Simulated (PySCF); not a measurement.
In(OH)3 (H3InO3), SMILES [In]([OH])([OH])[OH].

The structure is a stationary point at B3LYP-D3(BJ)/def2-SVP. The def2 effective core potentials stand for the cores of In; spin–orbit coupling is left out. Other conformers were not sampled.

These are TDDFT-B3LYP/def2-SVPD in PySCF 2.14.0 values and carry that method's errors.

Vertical excitations. Gas-phase values at a fixed geometry. State labels are in the subgroup Cs.

Give excitation energies, oscillator strengths and character. (Estimate from the structure and the level; the computed values follow.)


```
state  symmetry  energy (eV)  λ (nm)      f                                              main pairs
-----  --------  -----------  ------  -----  ------------------------------------------------------
S1           A"         4.63     268  0.000                                          HOMO→LUMO 98 %
S2           A"         4.68     265  0.000                                        HOMO−1→LUMO 99 %
S3           A"         5.36     231  0.062                                        HOMO−3→LUMO 99 %
S4           A'         5.47     226  0.126                                        HOMO−2→LUMO 86 %
S5           A'         5.84     212  0.056                      HOMO−4→LUMO 79 %, HOMO→LUMO+1 16 %
S6           A"         6.68     186  0.000                                     HOMO−2→LUMO+1 100 %
S7           A'         6.74     184  0.022                    HOMO−5→LUMO 74 %, HOMO−3→LUMO+1 18 %
S8           A'         6.99     177  0.127   HOMO→LUMO+1 51 %, HOMO−1→LUMO+1 24 %, HOMO−2→LUMO 8 %
S9           A'         7.05     176  0.145  HOMO−1→LUMO+1 55 %, HOMO→LUMO+1 19 %, HOMO−4→LUMO 12 %
S10          A"         7.19     172  0.001                                      HOMO−4→LUMO+1 99 %
T1           A"         4.28     290      0                                          HOMO→LUMO 96 %
T2           A"         4.31     288      0                                        HOMO−1→LUMO 97 %
T3           A'         4.40     282      0                                        HOMO−2→LUMO 97 %
T4           A"         4.84     256      0                                        HOMO−3→LUMO 96 %
```
Triplets are in the Tamm–Dancoff approximation, which puts them higher than full response would, so one can lie above its singlet here.
